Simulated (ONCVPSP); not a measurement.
**What one change does to a pseudopotential (La, ONCV)**

ONCVPSP 4.0.1 input, shortened (lines: element, Z, core and valence counts, functional; n l f; lmax; l rc ep ncon nbas qcut; lloc lpopt rc5 dvloc0; l nproj debl; icmod fcfact rcfact), PBE, scalar-relativistic:

```
  La 57.00    9    4        4      upf
    1    0    2.00
    2    0    2.00
    2    1    6.00
    3    0    2.00
    3    1    6.00
    3    2   10.00
    4    0    2.00
    4    1    6.00
    4    2   10.00
    5    0    2.00
    5    1    6.00
    5    2    1.00
    6    0    1.00
    3
    0    2.55    0.00    4    9    5.40
    1    2.30    0.00    4    8    6.40
    2    3.85    0.00    4    9    4.10
    3    3.95    0.45    4    7    2.50
    4    4    1.80    6.00
    0    3    2.90
    1    3    1.50
    2    2    2.10
    3    2    0.50
    0    0.00    0.00
```

In the f channel the program set the typed energies aside and used -0.374, 0.126 Ha.

All-electron outer shells of the reference configuration (PBE, scalar-relativistic, ld1.x):

```tsv
shell	level (eV)	outermost node (bohr)	outermost maximum (bohr)
5s	-44.74	0.77	1.41
5p	-28.20	0.83	1.58
5d	-8.51	0.95	2.19
6s	-8.34	1.85	3.60
```

Change: p: qcut 7.4.

Cutoffs: the cutoffs (Ha) at which the residual kinetic energy of the hardest occupied pseudo-wave falls to 1 and 0.1 mHa per electron; they do not see the model core or the augmentation charge, which bear on the density cutoff. Errors are all-electron minus pseudo energies relative to the spin-unpolarised reference configuration.

Problem. What does the change do?

Solution. The potential gets harder (12 Ha and 15 Ha → 14 Ha and 17 Ha); the errors of the 4 common tests hardly move; neither file shows a bound ghost. The waves are optimised to have the least kinetic energy above qcut, so the cutoff follows it (qcut²/2 in Ha).

| quantity | base | changed |
| --- | --- | --- |
| cutoff, loose | 12 Ha | 14 Ha |
| cutoff, tight | 15 Ha | 17 Ha |
| loose cutoff by channel | s 9.0 Ha, p 12 Ha, d 5.1 Ha | s 9.0 Ha, p 14 Ha, d 5.1 Ha |
| bound ghosts | none | none |
| GHOST(+) flags under 300 eV | none | none |
| error for 5s2 5p6 5d1 6s2, meV [ΔE -5.97 eV] | +0.4 | +0.4 |
| error for 5s2 5p6 5d1 6s0, meV [ΔE 10.89 eV] | -3.4 | -3.3 |
| error for 5s2 5p6 5d0 6s0, meV [ΔE 29.84 eV] | +27 | +27 |
| error for 5s2 5p6 5d1.5 6s1.5, meV [ΔE -5.62 eV] | +1.0 | +1.0 |
| s: phases at 2.58 bohr within 0.05 rad from the reference energy up to (Ha; the scan ends near 5) | 4.8 | 4.8 |
| p: phases at 2.33 bohr within 0.05 rad from the reference energy up to (Ha; the scan ends near 5) | to the end of the scan | to the end of the scan |
| d: phases at 3.90 bohr within 0.05 rad from the reference energy up to (Ha; the scan ends near 5) | 3.9 | 3.9 |
| f: phases at 4.02 bohr within 0.05 rad from the reference energy up to (Ha; the scan ends near 5) | 1.1 | 1.1 |
